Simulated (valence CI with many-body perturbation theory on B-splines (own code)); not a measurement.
## Hf LXVIII: one-electron terms

Calculated by relativistic CI+MBPT: three valence electrons over a frozen Dirac-Fock core [He], a basis of 11 s, 11 p, 9 d, 7 f, 5 g, 2 h, 1 i functions for each j, with the one-electron correlation potential Σ1 (screened to all orders), the two-electron term Σ2, the three-electron term Σ3, Breit, model QED; selected single and double excitations, second order for the rest (own B-spline code, finite nucleus).

No measured spectrum was set against this ion. As an estimate, large intervals hold to a few tenths of a per cent, small ones and those within an open d or f shell to about a per cent.

These are the spectroscopic orbitals of the CI (the correlating ones are not listed), shaped by the core and the other valence electrons. h is the expectation value of the core's Dirac-Fock operator, without the valence repulsion; Σ1 is computed up to l = 3 at one energy for each symmetry, that of its lowest orbital but kept below the first core excitation, so for empty shells it is not the orbital's own correlation shift; Breit and QED include the response of the core.

| Orbital | h (hartree) | Σ1 (cm⁻¹) | Breit (cm⁻¹) | QED (cm⁻¹) | ⟨r⟩ (bohr) |
| --- | --- | --- | --- | --- | --- |
| 2s1/2 | -681.08 | -1518 | 116264 | 142143 | 0.07666 |
| 3s1/2 | -295.51 | -384 | 32287 | 41237 | 0.1789 |
| 4s1/2 | -163.48 | -151 | 12777 | 16884 | 0.3258 |
| 5s1/2 | -103.45 | -75.0 | 6378 | 8491 | 0.5165 |
| 2p1/2 | -674.18 | -4362 | 234179 | 6005 | 0.06309 |
| 3p1/2 | -293.59 | -1008 | 62342 | 1094 | 0.1662 |
| 4p1/2 | -162.7 | -390 | 24614 | 407 | 0.3137 |
| 5p1/2 | -103.06 | -192 | 12239 | 197 | 0.5051 |
| 2p3/2 | -624.75 | -2653 | 77766 | 19512 | 0.07008 |
| 3p3/2 | -278.89 | -616 | 21728 | 5172 | 0.1762 |
| 4p3/2 | -156.55 | -239 | 10608 | 2100 | 0.3269 |
| 5p3/2 | -99.928 | -118 | 5351 | 1056 | 0.5214 |
| 3d3/2 | -278.25 | -292 | 2326 | -260 | 0.1482 |
| 4d3/2 | -156.28 | -126 | 1282 | -26.8 | 0.2994 |
| 5d3/2 | -99.793 | -65.4 | 630 | 2.9 | 0.4945 |
| 3d5/2 | -274.12 | -246 | 753 | 1644 | 0.1515 |
| 4d5/2 | -154.53 | -106 | 416 | 770 | 0.3035 |
| 5d5/2 | -98.894 | -54.5 | 195 | 410 | 0.4995 |
| 4f5/2 | -154.48 | -23.4 | 14.2 | -212 | 0.2604 |
| 5f5/2 | -98.874 | -13.3 | 11.7 | -103 | 0.4567 |
| 4f7/2 | -153.64 | -21.8 | 4.2 | 198 | 0.2627 |
| 5f7/2 | -98.439 | -12.3 | 3.5 | 108 | 0.4593 |
| 5g7/2 | -98.434 |  | 0.1 | -69.3 | 0.4009 |
| 5g9/2 | -98.176 |  | 0.0 | 55.6 | 0.4026 |

Among the shells of the start configuration 2s2 2p1, Σ1 is largest in size for 2p1/2, where it is 0.0029 % of h.

Lowest root of each symmetry, sizes in configuration state functions:

```
  J  Parity  Roots  Reference  Variational  Second order  Change by selected CI (cm⁻¹)  Change by second order (cm⁻¹)
1/2    even     16         50         9897          3176                        -14705                              0
3/2    even     19         70        15504          7860                         -8191                              0
5/2    even     14         66        16582         12197                        -11589                             -1
7/2    even      5         41        11809         22058                         -6385                             -4
9/2    even      2         23         6987         10137                        -12341                             -2
1/2     odd     15         48         9588          5702                        -12957                              0
3/2     odd     21         72        15599          6542                        -11357                              0
5/2     odd     13         62        16594         12083                        -16223                             -1
7/2     odd      6         43        12288         13136                        -11430                             -2
9/2     odd      2         20         7189          7885                         -6597                             -3
```
